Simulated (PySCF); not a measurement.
## Tin: a sound run and one with changed settings

Sound run: Sn [Kr] 4d10 5s2 5p2, Sn⁺ [Kr] 4d10 5s2 5p1. All numbers are calculated (PySCF 2.14, a scalar-relativistic core potential, in def2-SVP with the def2 core potential (28 electrons)). The sound run starts from symmetry-adapted Hartree-Fock orbitals and uses a fine grid where one is needed.

Changed run: basis STO-3G, all-electron and non-relativistic. This setting is unsound on purpose.

```json
{"species": "Sn", "method": "UHF", "sound run (hartree)": "-213.33613", "changed run (hartree)": "-5963.20613", "converged": "yes"}
{"species": "Sn", "method": "M06-2X", "sound run (hartree)": "-214.19131", "changed run (hartree)": "-5965.38848", "converged": "yes"}
{"species": "Sn", "method": "TPSS", "sound run (hartree)": "-214.15705", "changed run (hartree)": "-5964.90003", "converged": "yes"}
{"species": "Sn⁺", "method": "UHF", "sound run (hartree)": "-213.08429", "changed run (hartree)": "-5963.08043", "converged": "yes"}
{"species": "Sn⁺", "method": "M06-2X", "sound run (hartree)": "-213.92783", "changed run (hartree)": "-5965.23236", "converged": "yes"}
{"species": "Sn⁺", "method": "TPSS", "sound run (hartree)": "-213.89065", "changed run (hartree)": "-5964.74444", "converged": "yes"}
```

Ionisation energy of Sn:

| method | sound run (eV) | changed run (eV) |
| --- | --- | --- |
| UHF | 6.853 | 3.421 |
| M06-2X | 7.170 | 4.248 |
| TPSS | 7.249 | 4.234 |

A minimal basis cannot let orbitals breathe on ionisation and holds almost no correlation. The Hamiltonian changed with the basis, so the totals do not compare.

For comparison, NIST gives 7.344 eV between the lowest levels.
